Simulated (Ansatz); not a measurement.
Reaction (substitution at a C–O bond): `SCOBCl` + CH₃NH₂ → `CNCS` + `OBCl`

Isolated molecules relaxed with PBE0-D4/def2-TZVP in Ansatz; ΔE leaves out vibrations. CCSD(T)/CBS adds triple-zeta CCSD(T) − MP2 to the extrapolated MP2 energy (def2 sets, frozen cores). This one scheme is used for every species. DFT in def2-TZVPP. B3LYP here is the variant with VWN-RPA as its local correlation; programs differ in this. Each species was taken in one conformer, which may not be the lowest.

(1) Is it downhill or uphill in electronic energy at CCSD(T)/CBS, and by how much? (Best estimate.)

(2) What do these levels give: r2SCAN-D4, B3LYP-D4, ωB97X-V, B2PLYP, PBE, B3LYP, HF/def2-TZVPP, CCSD/def2-TZVPP, CCSD(T)/def2-TZVPP, HF/def2-QZVPP, MP2/def2-QZVPP, HF/CBS(def2)? (Best estimate.)

Largest T1 diagnostic among the species: 0.013.

Answers

(1) Computed: Downhill: ΔE = -24.8 kJ/mol.

(2) Ansatz gave: r2SCAN-D4 -22.3, B3LYP-D4 -19.8, ωB97X-V -21.4, B2PLYP -21.2, PBE -22.6, B3LYP -19.1, HF/def2-TZVPP -18.9, CCSD/def2-TZVPP -22.7, CCSD(T)/def2-TZVPP -22.7, HF/def2-QZVPP -19.0, MP2/def2-QZVPP -27.9, HF/CBS(def2) -19.0 kJ/mol.

In def2-TZVPP, CCSD(T) changes the Hartree–Fock value by −3.8 kJ/mol (the triples alone add −0.1 kJ/mol) and MP2 by −7.8 kJ/mol.
